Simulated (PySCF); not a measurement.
Species: C₄H₇PSe.
Numbering: `[CH3:1][CH2:2][C:3]1=[CH:4][P@H:5]1=[Se:6]` (hydrogens: H7, H8, H9 on C1; H10, H11 on C2; H12 on C4; H13 on P5)

Method: PBE0-D3(BJ)/def2-SVP geometry optimisation, gas phase in PySCF 2.14.0.

(1) What internal coordinates does the optimisation give?

Answers

(1) 
```csv
bond,length (pm)
C1–C2,152.7
C2–C3,147.8
C3=C4,133.0
C4–P5,177.4
P5=Se6,208.3
C3–P5,178.5
"C1–H7, C1–H8, C1–H9",110.0
C2–H10,110.4
C2–H11,110.3
C4–H12,109.2
P5–H13,141.9
```

Bonds in one row agree within 1 pm and their mean is given. A selection of angles:
```csv
angle,degrees
C2–C1–H7,111.1
H7–C1–H8,107.4
C1–C2–C3,111.6
C1–C2–H10,109.7
C1–C2–H11,111.1
C3–C2–H10,108.1
C3–C2–H11,109.2
H10–C2–H11,107.0
C2–C3–C4,145.0
C2–C3–P5,146.6
C4–C3–P5,67.6
C3–C4–P5,68.5
C3–C4–H12,141.7
P5–C4–H12,149.3
C4–P5–Se6,129.8
C4–P5–H13,109.2
Se6–P5–H13,115.9
C3–P5–C4,43.9
C3–P5–Se6,129.2
C3–P5–H13,109.4
```

Dihedral angles: C1–C2–C3–C4 -118° (anticlinal); C2–C3–C4–P5 170° (antiperiplanar); C3–C4–P5–Se6 -109° (anticlinal); C2–C3–P5–C4 -170° (antiperiplanar).

The 3-membered ring C3–C4–P5 has internal angles of 43.9° to 68.5°. The 3 C–C bonds span 1.330 Å (C3=C4, drawn double) to 1.527 Å (C1–C2, drawn single), a spread of 0.197 Å. P5 (phosphorus bonded to 2 C, Se and H) has angles from 43.9° to 129.8°.

Point group: C1 (no symmetry element, even within 0.4 Å). Whether it is a minimum is left open (no frequencies). One conformer, not necessarily the lowest.
